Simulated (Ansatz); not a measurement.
Mulliken charges of ClGaH4OSSi (`S[SiH](Cl)[O][GaH2]`) from r2SCAN/def2-TZVPP in Ansatz (PBE0-D4/def2-TZVP geometry).

```csv
atom,x (Å),y (Å),z (Å),charge (e)
S1,-1.031,1.993,0.695,-0.265
Si2,0.678,0.720,0.652,0.627
Cl3,1.885,1.569,-0.781,-0.260
O4,0.310,-0.802,0.281,-0.439
Ga5,-0.387,-1.630,-1.161,0.373
H6,-1.600,1.305,1.703,0.107
H7,1.405,0.739,1.935,-0.073
H8,-0.533,-0.775,-2.451,-0.027
H9,-0.727,-3.120,-0.873,-0.041
```

By hand: the dipole of these point charges (1 e Å = 4.8032 D).

Σ q r = (-0.302, -0.506, 0.014) e Å, of length 0.589 e Å = 2.83 D.

How does the dipole of the full density compare? (Best estimate.)

The calculation gave: (-0.246, -0.425, -0.013) e Å, 2.36 D; the point charges give 1.20 times that, at 3° from its direction.

Point charges leave out the atoms' own dipoles, such as those of lone pairs, and Mulliken's split depends on the basis, so the two needn't agree.
